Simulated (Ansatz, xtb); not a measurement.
C4H4BrN: which of two isomers lies lower

Structure I: `C/C(Br)=C\C#N`, a singlet. Structure II: `N#C[C@@H]1C[C@@H]1Br`, a singlet. Both are isolated molecules in the gas phase, relaxed with PBE0-D3(BJ)/def2-SVP.

Quicker runs give these differences E(II) − E(I): GFN2-xTB +18.2 kJ/mol; HF/STO-3G +15.1 kJ/mol (at GFN2-xTB geometries); r2SCAN-D4/def2-SVP +50.4 kJ/mol (at GFN2-xTB geometries).

Q: Estimate E(II) − E(I) at the level CCSD(T)/def2-SVP + ΔMP2/def2-TZVPP.

A: Calculated at CCSD(T)/def2-SVP + ΔMP2/def2-TZVPP: E(II) − E(I) = +55.2 kJ/mol, so structure I lies lower.

How the difference moves with the method:

```csv
level,geometry,E(II) − E(I) (kJ/mol),departure from the last row (kJ/mol),"job, with rough time for the two"
GFN2-xTB,GFN2-xTB,+18.2,−37.1,"optimisation, 0.24 s"
HF/STO-3G,GFN2-xTB,+15.1,−40.1,"single point, 1.1 s"
r2SCAN-D4/def2-SVP,GFN2-xTB,+50.4,−4.8,"single point, 5.6 s"
PBE0-D3(BJ)/def2-SVP,PBE0-D3(BJ)/def2-SVP,+38.5,−16.7,"optimisation, 67 s"
HF/def2-SVP,PBE0-D3(BJ)/def2-SVP,+47.5,−7.8,part of the CCSD(T) run
MP2/def2-SVP,PBE0-D3(BJ)/def2-SVP,+42.7,−12.6,part of the CCSD(T) run
CCSD(T)/def2-SVP,PBE0-D3(BJ)/def2-SVP,+50.0,−5.3,single point
CCSD(T)/def2-SVP + ΔMP2/def2-TZVPP,PBE0-D3(BJ)/def2-SVP,+55.2,,"single point, 80 s"
```

As drawn, II has 2 C–C in place of 1 C=C. Structure I has no ring, II a 3-membered ring.

The levels shown agree on the order. The largest departure from CCSD(T)/def2-SVP + ΔMP2/def2-TZVPP is that of HF/STO-3G, 40.1 kJ/mol. The last row adds to CCSD(T) the change of the MP2 difference between the two basis sets, here +5.3 kJ/mol.

With thermal terms from frequencies at re-optimised GFN2-xTB minima (ideal gas, soft modes damped towards free rotors, one conformer each, 298.15 K, 1 atm): the zero-point term adds +4.0 kJ/mol; ΔH is +56.9 and ΔG +61.5 kJ/mol.

The correlated steps freeze 14 core orbitals; the filled d shell of Br is correlated, in a basis made for valence electrons. Mirror images aren't counted in ΔG. Programs: Ansatz 0.2.0, xtb 6.7.1; the last row on 2 threads of Intel(R) Xeon(R) Processor @ 2.70GHz on a shared host.
